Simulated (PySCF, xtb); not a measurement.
C₅H₅, SMILES [C]1=CCC=C1, multiplicity 2. The values are those of a single conformer.

Harmonic wavenumbers (cm⁻¹) from GFN2-xTB run with xtb at its own minimum, in rising order: 315, 483, 705, 735, 742, 755, 855, 871, 950, 1007, 1031, 1067, 1105, 1160, 1204, 1298, 1382, 1541, 1621, 2957, 2975, 3119, 3147, 3161.

Q: What does PBE0-D3(BJ)/def2-SVP run with PySCF give at its own minimum? (An estimate is asked for; the answer gives what the named calculation found.)

A: 335, 531, 670, 697, 783, 790, 893, 932, 957, 980, 1059, 1098, 1111, 1204, 1263, 1359, 1377, 1585, 1640, 3049, 3096, 3234, 3260, 3262. Paired by order, the mean absolute difference is 49 cm⁻¹ and the zero-point energies are 48.9 and 50.3 kcal/mol.
